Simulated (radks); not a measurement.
Q: The barium ion Ba2+, [Xe]. Method: non-relativistic Kohn-Sham, LDA (Slater exchange, Perdew-Wang correlation), spin-polarised, spherical densities, point nucleus; computed with a radial shooting solver on a logarithmic mesh with Libxc functionals. Every spin shell is full or empty, so the densities are truly spherical. Functionals are evaluated on that one density, not self-consistently. Rank these exchange functionals by their error against the exact value of the orbitals, and give that value: LDA, PBE, PBEsol, RPBE, PW91, PW86, OPTX, AM05, EV93, revTPSS, MS2.

A: Exact: -188.765 hartree. From best to worst, with 100 (|E| - |E exact|)/|E exact| (equal figures are ties): PW91 -0.01, PW86 -0.25, RPBE -0.25, EV93 -0.39, PBE -0.43, MS2 -0.62, revTPSS -0.94, OPTX +1.33, PBEsol -2.19, AM05 -4.35, LDA -4.65.
